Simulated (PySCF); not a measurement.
C3H4BNO2. Atoms are numbered in the order given.

```xyz
11

N      0.9071     2.7703     0.0000
C      0.0258     2.0177     0.0000
C     -1.0377     1.0206     0.0000
B     -0.5198    -0.4783     0.0000
O     -1.4027    -1.4835     0.0000
C      1.0268    -0.9635     0.0000
O      1.2218    -2.1669     0.0000
H     -1.6890     1.1698    -0.8800
H     -1.6890     1.1698     0.8800
H     -0.9078    -2.3287     0.0000
H      1.8932    -0.2567     0.0000
```
Charge 0, spin multiplicity 1.

The structure is a stationary point at B3LYP-D3(BJ)/def2-SVP. The structure was generated by enumeration, and PubChem lists no compound with its InChIKey, so it may never have been made. Other conformers were not sampled.

All values below come from PySCF with ωB97X/def2-TZVP.

Gas-phase values at a fixed geometry.

```yaml
total_energy: -346.84864 hartree
point_group: Cs
highest_occupied_level: -10.33 eV
lowest_empty_level: -0.52 eV
orbital_gap: 9.81 eV
dipole_moment: 2.86 D
quadrupole, principal values (traceless, Buckingham form, about the centre of nuclear charge): -14.92, 4.87, 10.04 D·Å
mean_static_polarisability: 54.5 bohr³ (8.07 Å³)
polarisability_principal_values: 37.7, 54.5, 71.2 bohr³
```
